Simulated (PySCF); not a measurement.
## Spinor energies of Pr(43+) (praseodymium, charge +43)

Start: [Ne] 3s2 3p4; 3p1/2 filled at m_j = -1/2, +1/2; 3p3/2 filled at m_j = +1/2, +3/2. Calculated with PySCF 2.14 in an even-tempered Gaussian basis (18 s from 9.8 bohr⁻², ratio 2.4; 14 p from 13 bohr⁻², ratio 2.4; 4 d from 47 bohr⁻², ratio 2.6; 4 f from 70 bohr⁻², ratio 2.6): generalised Hartree-Fock with the X2C-1e Hamiltonian and a Gaussian nucleus; one run each with spin-orbit coupling (SO) switched off, then screened by Boettger's factors.

```
spinor shell  electrons  ε, spin-free (eV)  ε, screened SO (eV)  weight of nominal j (screened SO)  rms radius, screened SO (bohr)
       1s1/2          2           -44897.0             -44887.8                              1.000                          0.0275
       2s1/2          2            -9486.2              -9482.3                              1.000                           0.110
       2p1/2          2            -8771.0              -9118.1                              1.000                          0.0942
       2p3/2          4            -8771.0              -8615.3                              1.000                          0.0998
       3s1/2          2            -3676.9              -3675.4                              1.000                           0.266
       3p1/2          2            -3459.9              -3540.0                              0.997                           0.254
       3p3/2          2            -3459.9              -3421.9                              0.998                           0.263
```

```csv
quantity,spin-free,screened SO
E (hartree),-7565.31445,-7572.17790
M_J,2,2
⟨J²⟩,6.001,6.002
⟨L²⟩,2.000,3.183
⟨S²⟩,2.000,1.429
```

Each row is a mean over spinors that exchange with the open shell spreads, by up to 30.360 eV (3s1/2).

Breit and QED terms are absent; they matter most for the inner s and p1/2 levels.

Densities and radii are taken from the X2C orbitals without a picture-change correction, which distorts them close to the nucleus.

Without spin-orbit coupling the j labels of p, d and f shells carry no meaning; the spin-free column gives the mean over the occupied spinors of each nl shell.
